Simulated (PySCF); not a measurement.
Vertical excitation energies

Species: C5H8ClNO.
SMILES with atom numbers: `[CH3:1][C:2](=[O:3])[NH:4]/[CH:5]=[CH:6]\[CH2:7][Cl:8]` (hydrogens: H9, H10, H11 on C1; H12 on N4; H13 on C5; H14 on C6; H15, H16 on C7)

Level of theory: TDDFT B3LYP/def2-SVPD, vertical, gas phase, core orbitals frozen in the response (PySCF). One conformer (not necessarily the lowest) at the GFN2-xTB geometry, without solvent, vibrations or thermal averaging. Torsions of this conformer, `[CH3:1][C:2](=[O:3])[NH:4]/[CH:5]=[CH:6]\[CH2:7][Cl:8]`: C1–C2–N4–C5 -176°, C2–N4–C5–C6 -179°, C5–C6–C7–Cl8 -59°.

Q: List the vertical singlet excitations with oscillator strengths and describe the spectrum.

A: 

```
state  E (eV)  ν̃ (cm⁻¹)       f   main configurations (H = HOMO, L = LUMO)
   S1    5.09      41050   0.024                                H-1→L (82%)
   S2    5.11      41220   0.337                                  H→L (88%)
   S3    5.80      46790   0.013                                H→L+1 (93%)
   S4    6.15      49600   0.079                                H→L+2 (90%)
   S5    6.30      50780  0.0072                    H-2→L (85%), H-3→L (9%)
   S6    6.36      51290  0.0017                    H-3→L (82%), H-2→L (9%)
   S7    6.46      52080   0.017                   H→L+3 (78%), H→L+4 (19%)
   S8    6.57      53000  0.0018  H-1→L+2 (36%), H-1→L+1 (36%), H-1→L (11%)
```

Triplets, Tamm–Dancoff:

```json
{"state": "T1", "E (eV)": "3.61", "λ (nm)": "343.2", "main configurations (H = HOMO, L = LUMO)": "H→L (93%)"}
{"state": "T2", "E (eV)": "4.73", "λ (nm)": "262.1", "main configurations (H = HOMO, L = LUMO)": "H-1→L (78%), H-1→L+2 (10%)"}
{"state": "T3", "E (eV)": "5.35", "λ (nm)": "231.6", "main configurations (H = HOMO, L = LUMO)": "H→L+1 (40%), H→L+2 (27%), H-4→L (8%)"}
```

The lowest singlet comes at 244 nm (491 kJ/mol) in the ultraviolet; it is weak; its leading configuration is HOMO-1→LUMO (82%). The most intense listed level is S2 at 5.11 eV (243 nm, f = 0.337), 0.02 eV above S1. Löwdin shares by element: HOMO carbon 50% or more, nitrogen 22%, oxygen 9% (atoms not listed hold the other 20%); LUMO carbon 46% or more, chlorine 15% (atoms not listed hold the other 39%). Orbital energies (eV): HOMO-3 -8.57, HOMO-2 -8.52, HOMO-1 -7.56, HOMO -6.69, LUMO -1.19, LUMO+1 -0.02, LUMO+2 0.15. Weighted by f, the mean energy of these states is 5.37 eV. The oscillator strengths of these states sum to 0.480; summed over the whole spectrum of an exact calculation they would give the number of electrons, 70 (Thomas–Reiche–Kuhn). Only the lowest 8 singlets were computed, as vertical energies without vibronic structure.

On Arm Neoverse N1, one thread, on a shared host, this took 83 s.
